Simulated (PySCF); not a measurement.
Te(NH2)(OSiH3) (H5NOSiTe), SMILES N[Te]O[SiH3].

Geometry: PBE-D3(BJ)/def2-SVP. The def2 effective core potentials stand for the cores of Te; spin–orbit coupling is left out. The values are those of a single conformer.

Calculation: PBE-D3(BJ)/def2-SVP (PySCF 2.14.0).

Frequencies are harmonic and unscaled.

```tsv
mode	ν (cm⁻¹)	IR (km/mol)	moving atoms (share of kinetic energy)
1	58	0.3	N 35 %, H 26 %, O 19 %, Si 16 %
2	101	0.5	H 77 %, N 13 %
3	129	0.2	Si 39 %, H 24 %, O 23 %, Te 14 %
4	194	13.4	O 44 %, N 25 %, H 19 %, Te 11 %
5	431	47.2	H 79 %, O 8 %
6	455	177.4	H 36 %, O 32 %, N 21 %, Te 9 %
7	477	77.0	H 34 %, N 34 %, O 24 %
8	667	23.3	H 53 %, N 37 %
9	691	53.3	H 77 %
10	699	41.0	H 76 %, O 13 %, Si 10 %
11	853	245.8	O 70 %, Si 27 %
12	878	2.0	H 93 %
13	900	61.7	H 96 %
14	912	101.1	H 96 %
15	953	244.2	H 92 %
16	1485	13.5	H 92 %, N 8 %
17	2124	110.8	H 97 %
18	2146	119.4	H 97 %
19	2174	137.6	H 97 %
20	3434	18.1	H 96 %
21	3550	33.1	H 91 %, N 9 %
```
